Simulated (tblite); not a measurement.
C7H3F3S2.
Atom-mapped SMILES: `[F:1][C:2]([F:3])([F:4])[c:5]1[cH:6][c:7]2[s:8][cH:9][cH:10][c:11]2[s:12]1` (hydrogens: H13 on C6; H14 on C9; H15 on C10)

All values are computed: GFN2-xTB (tblite) harmonic vibrations without scaling, gas phase. This tight-binding method is rough: wavenumbers can miss measured ones by several per cent, in bad cases by 10 to 20.

**Question.** How many normal modes are there?

**Answer.** 15 atoms, non-linear: 3N − 6 = 39.

**Question.** What is the point group of the computed structure, and how do the modes divide by symmetry?

**Answer.** Cs. The vibrations span 26 a′ + 13 a″.

**Question.** How many distinct wavenumbers does the calculation give?

**Answer.** 39: Cs has no degenerate species.

**Question.** How many fundamentals are allowed in the infrared by symmetry?

**Answer.** 39 of 39: in Cs every mode is allowed. All fundamentals are allowed in the Raman spectrum.

The values belong to the conformer `[F:1][C:2]([F:3])([F:4])[c:5]1[cH:6][c:7]2[s:8][cH:9][cH:10][c:11]2[s:12]1`: F1–C2–C5–C6 -120°.
